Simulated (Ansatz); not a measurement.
Geometry optimisation, RKS B3LYP-D4/def2-SVP in Ansatz.

input.yaml

```yaml
crystal:
  periodic: [false, false, false]
  atoms:
    - { symbol: B, position_ang: [-0.089591, 0.480989, -0.462487] }
    - { symbol: "N", position_ang: [0.014558, -0.026645, 2.233376] }
    - { symbol: H, position_ang: [-0.802884, -0.155822, 2.834525] }
    - { symbol: H, position_ang: [0.832519, -0.274786, 2.796131] }
    - { symbol: H, position_ang: [1.036628, 0.098904, -0.626672] }
    - { symbol: F, position_ang: [-1.127038, -0.266242, -0.840599] }
    - { symbol: O, position_ang: [-0.30876, 1.771033, -0.019785] }
    - { symbol: H, position_ang: [-1.254558, 1.984137, 0.00857] }
    - { symbol: H, position_ang: [0.076926, 0.988131, 2.01974] }
basis:
  gaussian: { orbitals: def2-SVP }
hamiltonian:
  xc: b3lyp
  dispersion: d4
relax:
  f_tol: 0.03
  max_steps: 50
```

Run as:

```bash
$ ansatz run input.yaml --threads 2 --pin off --max-ram 3072MiB --backend cpu --events-out ev --progress --plain --runs-dir out
```

Where does it end, and by what steps?

The run converged. After 17 steps the energy has fallen by 0.342 eV; H4 moved furthest, 0.95 Å. Joined: B1–N2.

```tsv
step	energy less start (eV)	largest force component (eV/Å)	accepted
0	0.0000	0.734	yes
1	-0.0372	1.088	yes
2	-0.0756	1.116	yes
3	-0.1138	1.629	yes
4	-0.2011	0.536	yes
5	-0.2709	0.527	yes
6	-0.3077	0.333	yes
7	-0.3180	0.115	yes
8	-0.3171	0.451	no
9	-0.3215	0.059	yes
10	-0.3300	0.119	yes
11	-0.3222	0.560	no
12	-0.3332	0.185	yes
13	-0.3364	0.149	yes
14	-0.3406	0.038	yes
15	-0.3415	0.132	yes
16	-0.3419	0.049	yes
17	-0.3421	0.008	yes
```

```xyz
9
Properties=species:S:1:pos:R:3
B -0.027 0.492 0.141
N 0.020 0.209 1.859
H -0.918 0.279 2.265
H 0.399 -0.716 2.074
H 1.152 0.341 -0.159
F -0.891 -0.513 -0.280
O -0.518 1.804 -0.007
H -1.451 1.789 -0.251
H 0.612 0.915 2.300
```

Time of the run: 70 s on 2 threads of AMD EPYC (Zen 3), on a shared host, peak memory 0.16 GiB.
